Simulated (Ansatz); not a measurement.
Relaxation of Rb₃Cl₃⁻ with UKS PBE0-D4/def2-SVPD.

```sh
$ ansatz run in.yaml --threads 4 --pin off --events-out ev --progress --plain --max-ram 4787MiB
```

```yaml
crystal:
  periodic: [false, false, false]
  atoms:
    - {symbol: Rb, position_ang: [0.167180, 0.934690, 1.498340]}
    - {symbol: Rb, position_ang: [1.777820, -1.524930, -1.340970]}
    - {symbol: Rb, position_ang: [-2.033330, -0.123290, -1.759610]}
    - {symbol: Cl, position_ang: [3.003730, 0.520860, 0.540130]}
    - {symbol: Cl, position_ang: [-0.741970, -2.059080, 0.891440]}
    - {symbol: Cl, position_ang: [-2.173420, 2.251760, 0.170670]}
basis:
  gaussian: {orbitals: def2-SVPD}
total_charge: -1
magnetization: {spin_polarized: true, initial_magnetization: 1}
hamiltonian: {xc: pbe0, dispersion: d4}
scf: {lower_state_search: "off"}
output: {orbitals: {seedname: orbitals}}
relax: {f_tol: 0.02, max_steps: 100}
```

Run time 41 s (4 threads of Arm Neoverse V1 on a shared host), peak host memory 0.66 GiB.

Positions (Å) and forces (eV/Å) at steps 1, 2, 3, 4, 6 of 6:

```xyz
6
step=1 energy=-39521.4269 eV
Rb    0.167    0.935    1.498    0.011   -0.054    0.435
Rb    1.778   -1.525   -1.341   -0.018   -0.237    0.103
Rb   -2.033   -0.123   -1.760   -0.144   -0.160    0.120
Cl    3.004    0.521    0.540    0.271    0.053   -0.060
Cl   -0.742   -2.059    0.891    0.102    0.210   -0.443
Cl   -2.173    2.252    0.171   -0.222    0.189   -0.155
6
step=2 energy=-39521.5721 eV
Rb    0.179    0.980    1.612   -0.008   -0.063    0.098
Rb    1.921   -1.650   -1.311   -0.130   -0.086    0.133
Rb   -2.228   -0.135   -1.758    0.030   -0.141    0.179
Cl    3.054    0.508    0.547    0.094    0.041   -0.010
Cl   -0.705   -1.976    0.751    0.074    0.174   -0.350
Cl   -2.221    2.274    0.159   -0.059    0.076   -0.050
6
step=3 energy=-39521.6577 eV
Rb    0.167    0.941    1.639    0.025    0.050    0.027
Rb    1.927   -1.696   -1.236    0.002   -0.037    0.019
Rb   -2.272   -0.211   -1.643   -0.033   -0.019    0.032
Cl    3.076    0.554    0.544    0.003   -0.006    0.019
Cl   -0.702   -1.917    0.560    0.016    0.023   -0.094
Cl   -2.195    2.329    0.136   -0.013   -0.011   -0.004
6
step=4 energy=-39521.6674 eV
Rb    0.182    0.998    1.611    0.016    0.025    0.020
Rb    1.976   -1.731   -1.239   -0.009   -0.020    0.018
Rb   -2.339   -0.215   -1.630   -0.012   -0.019    0.025
Cl    3.090    0.491    0.592    0.038    0.018    0.010
Cl   -0.661   -1.857    0.510   -0.018   -0.017   -0.067
Cl   -2.248    2.315    0.155   -0.016    0.012   -0.006
6
step=6 energy=-39521.6741 eV
Rb    0.214    1.027    1.542   -0.005    0.001   -0.003
Rb    2.054   -1.768   -1.178   -0.004    0.001   -0.002
Rb   -2.479   -0.218   -1.592    0.005   -0.003    0.004
Cl    3.165    0.476    0.650    0.002   -0.002    0.001
Cl   -0.663   -1.839    0.401    0.001    0.001   -0.002
Cl   -2.292    2.322    0.177    0.001    0.001    0.000
```

In the def2 sets Rb takes a core potential; there is no spin–orbit coupling. The highest occupied level of the charge -1 doublet lies above zero (up to 0.15 eV). It is a level of α spin, whose loss leaves a singlet; that state wasn't run at this geometry and level. The electron is either unbound and held by the finite basis, or the level is raised by self-interaction error. The relaxation made no stability test and no search for a lower SCF solution. The structure comes from a short search, and lower isomers may exist.
